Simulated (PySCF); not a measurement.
Structure problem from calculated spectra and properties.

Elements present: C, F, H, N and P. Monoisotopic mass: 147.0613 u.

| Quantity | Value |
| --- | --- |
| Polarisability | 105.8 au [PBE0/def2-SVPD] |
| Dipole | 2.52 D [PBE0/def2-SVPD] |
| Valence photoelectron | vertical ionisation energy: 8.12 eV [ΔSCF PBE0/def2-SVPD] |
| NMR, other nuclei | isotropic shieldings of nuclei other than C and H, by class: 219 (1 N), 311 (1 F), 281 (1 P) ppm [GIAO PBE0/pcSseg-1] |
| 13C NMR | chemical shifts (computed TMS as zero) by class: 176.8 (1 C), 131.1 (1 C), 36.4 (1 C), 34.6 (1 C), 28.7 (1 C), 13.6 (1 C) ppm [GIAO PBE0/pcSseg-1] |
| UV, first state | lowest singlet excitation: 5.40 eV (230 nm, f = 0.061) [TDDFT PBE0/def2-SVPD] |
| Rotational structure | rotational constants A, B, C: 2.099, 1.027, 0.818 GHz [PBE0-D3(BJ)/def2-SVP] |
| UV, strongest line | among the 10 lowest singlet transitions: S2 at 5.45 eV (227 nm, f = 0.095) [TDDFT PBE0/def2-SVPD] |

Gas-phase values; electronic properties from PySCF, density fitting. Levels stand in brackets. One conformer (not necessarily the lowest) at the PBE0-D3(BJ)/def2-SVP geometry, without solvent, vibrations or thermal averaging. Each NMR value is the plain mean over a class of atoms that symmetry, rotation or inversion makes alike.

Task: Which formula fits the mass and the elements?

Result: C6H11FNP (calculated 147.0613). No other formula that holds each of these elements comes within 0.0003 u with a fitting electron parity and a possible valence count.

Task: Give a SMILES that accounts for the data.

Result: Numbering: `[CH3:1][NH:2][P:3]1[CH2:4][CH2:5][C:6]([CH3:7])=[C:8]1[F:9]`. 6 carbons fall into 6 classes; from least to most shielded: vinylic C–F carbon [C8] (176.8 ppm), fully substituted alkene carbon [C6] (131.1 ppm), N-methyl carbon [C1] (36.4 ppm), allylic carbon [C5] (34.6 ppm), ring sp3 carbon bound to phosphorus [C4] (28.7 ppm), allylic carbon [C7] (13.6 ppm). The other shieldings belong to: 219 ppm, nitrogen bonded to C, P and H [N2]; 311 ppm, vinyl fluorine [F9]; 281 ppm, three-coordinate phosphorus [P3]. The first electron is taken from the HOMO, whose largest Löwdin shares are 0.22 on the nitrogen bonded to C, P and H, 0.20 on the three-coordinate phosphorus, 0.16 on the fully substituted alkene carbon and 0.14 on the vinylic C–F carbon. The optimised geometry has point group C1 and is an asymmetric top. Structure: `CNP1CCC(C)=C1F`. The assignments are read from this structure; whether some other isomer fits the data as well wasn't checked.
